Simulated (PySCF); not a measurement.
Numbering as in the mapped SMILES `[F:1][c:2]1[cH:3][cH:4][c:5]([C:6]([F:7])([F:8])[F:9])[cH:10][cH:11]1`; H(Xn) means a hydrogen on atom n.

- geometry from PBE0-D3(BJ)/def2-SVP
- GIAO B97-2/pcSseg-2 shieldings
- code: PySCF 2.14
- averaged over atoms made equivalent by symmetry, fast rotation or ring inversion, non-relativistic Hamiltonian, gas phase, one computed conformer

References, each an isolated molecule treated in the same way: TMS for ¹³C (σref 183.46), ¹H (σref 31.36); ¹⁹F (σref 177.41) vs CFCl3.

```json
{"atoms": "C4/C10", "nucleus": "¹³C", "count": "2", "δ (ppm)": "135.3"}
{"atoms": "F7/F8/F9", "nucleus": "¹⁹F", "count": "3", "δ (ppm)": "?"}
{"atoms": "H(C3)/H(C11)", "nucleus": "¹H", "count": "2", "δ (ppm)": "7.23"}
{"atoms": "H(C4)/H(C10)", "nucleus": "¹H", "count": "2", "δ (ppm)": "?"}
{"atoms": "C5", "nucleus": "¹³C", "count": "1", "δ (ppm)": "?"}
{"atoms": "C2", "nucleus": "¹³C", "count": "1", "δ (ppm)": "174.3"}
{"atoms": "F1", "nucleus": "¹⁹F", "count": "1", "δ (ppm)": "-108.6"}
{"atoms": "C3/C11", "nucleus": "¹³C", "count": "2", "δ (ppm)": "121.6"}
{"atoms": "C6", "nucleus": "¹³C", "count": "1", "δ (ppm)": "132.7"}
```

Complete the table.

Answers


- C5: 135.0 ppm, substituted aromatic carbon
- H(C4)/H(C10): 7.87 ppm, hydrogen on an aromatic CH; the ring current deshields protons in the ring plane
- F7/F8/F9: -74.8 ppm, fluorine of a CF3 group

Shifts are as computed. Against solution values, carbons near 30 ppm lie about +4 ppm off and those near 130 ppm about +7 ppm (rms about the fit 2.1 ppm; single classes can miss by 10 ppm). Of 1328 compounds with measured shifts, 309 miss one by over three times the rms of a fit or turn the order of signals round; such compounds aren't used in these exercises. Signals without a measured value on file couldn't be tested in this way. Unscaled 19F shifts against computed CFCl3 carry errors that often reach 10 to 50 ppm.
